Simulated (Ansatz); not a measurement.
One change: `B[SiH2][SiH2][SiH2]Cl` becomes `B[SiH2][SiH2][SiH3]`.

Ansatz, PBE0-D4/def2-TZVP geometries, multiplicity 1. Each molecule was computed in one conformer, which needn't be the lowest. `B[SiH2][SiH2][SiH2]Cl` holds a close contact that its SMILES doesn't draw: Cl···B 2.10 Å.

| property | `B[SiH2][SiH2][SiH2]Cl` |
| --- | --- |
| ideal-gas entropy at 298 K and 1 bar (rigid rotor, harmonic PBE0-D4/def2-TZVP) / J/(mol·K) | 391 |
| LUMO energy (ωB97M-V/def2-TZVPP) / eV | 0.55 |
| HOMO energy (PBE0/def2-TZVPP) / eV | -7.50 |
| size of the dipole moment (B3LYP/def2-TZVPP) / D | 2.49 |
| size of the dipole moment (PBE/def2-TZVPP) / D | 2.43 |
| LUMO energy (PBE/def2-TZVPP) / eV | -2.07 |

**Question.** What does the change do to each property? (An estimate is asked.)

**Answer.** The calculation gave: 
```csv
property,`B[SiH2][SiH2][SiH3]`,shift
"ideal-gas entropy at 298 K and 1 bar (rigid rotor, harmonic PBE0-D4/def2-TZVP) / J/(mol·K)",397,6
LUMO energy (ωB97M-V/def2-TZVPP) / eV,-0.61,-1.16
HOMO energy (PBE0/def2-TZVPP) / eV,-7.83,-0.33
size of the dipole moment (B3LYP/def2-TZVPP) / D,0.14,-2.35
size of the dipole moment (PBE/def2-TZVPP) / D,0.11,-2.32
LUMO energy (PBE/def2-TZVPP) / eV,-3.44,-1.37
```

With PBE0 the HOMO falls by 0.33 eV and the LUMO falls by 1.28 eV, so the gap narrows by about 0.95 eV. PBE moves the HOMO by -0.38 eV and ωB97M-V by -0.25 eV. Dipoles are sizes alone; their direction can turn. Modes under 60 cm⁻¹, often nearly free rotors, make the harmonic entropy too high.

B3LYP here is the variant with VWN-RPA as its local correlation; programs differ in this.
